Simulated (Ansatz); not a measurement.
Wavefunction ladder for CH5Cl3SSiTi, SMILES `C[SiH2][S][Ti]([Cl])([Cl])[Cl]`

Cartesian coordinates in Å:
```
C -0.761 1.308 -0.840
Si -0.552 -0.478 -1.315
S 1.237 -1.382 -0.489
Ti 1.160 -0.778 1.654
Cl 1.839 1.282 1.867
Cl -0.905 -0.926 2.328
Cl 2.473 -2.134 2.721
H -0.982 1.421 0.222
H -1.596 1.728 -1.409
H 0.139 1.881 -1.071
H -0.348 -0.616 -2.780
H -1.704 -1.307 -0.888
```

Total charge 0; spin multiplicity 1. Correlated methods include outer-core shells of Ti, which these sets cover unevenly. Scalar relativity is left out up to krypton. Geometry: relaxed with PBE0-D4/def2-TZVP. It is one conformer, not always the lowest. Frozen core, restricted reference, Ansatz.

```tsv
basis	HF (Eh)	MP2 corr.	CCSD corr.	(T)	CCSD(T) total
def2-SVP	-2953.60751	?	?	?	?
def2-TZVPP	-2954.49454	-1.49930	?	-0.09195	?
def2-QZVPP	-2954.57003	-1.62916	–	–	–
```

Fill in the withheld values. (Estimate.)

Computed: def2-SVP MP2 corr.: -1.10883; def2-SVP CCSD corr.: -1.15661; def2-SVP (T): -0.05862; def2-SVP CCSD(T) total: -2954.82274; def2-TZVPP CCSD corr.: -1.55712; def2-TZVPP CCSD(T) total: -2956.14361.
